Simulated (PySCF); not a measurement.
CH₃FMgO, SMILES C[O][Mg][F].

Geometry: r2SCAN-D4/def2-SVP. The values are those of a single conformer.

All values below come from PySCF 2.14.0 with r2SCAN-D4/def2-SVP.

Frequencies are harmonic and unscaled.

Modes within 1.5 cm⁻¹ of each other (mostly degenerate sets) share a row, with their intensities summed.

Computed harmonic wavenumbers and intensities:
```csv
mode,ν (cm⁻¹),IR (km/mol),Raman (Å⁴/amu),depolarisation,moving atoms (share of kinetic energy)
1–2,87,3.9,0.1,–,"O 31 %, C 19 %, F 19 %, H 18 %, Mg 13 %"
3–4,174,230.0,3.2,0.75,"Mg 51 %, O 34 %, F 12 %"
5,491,0.1,11.6,0.08,"F 45 %, C 27 %, O 17 %"
6,836,43.0,0.6,0.17,"Mg 59 %, F 29 %, C 9 %"
7–8,1185,0.2,0.4,0.75,"H 76 %, C 19 %"
9,1282,355.1,6.0,0.16,"O 59 %, C 35 %"
10–11,1475,0.6,41.1,0.75,H 97 %
12,1480,28.8,16.1,0.74,"H 88 %, C 10 %"
13,2948,161.0,153.7,0.00,H 98 %
14–15,3021,133.4,294.5,0.75,"H 90 %, C 10 %"
```
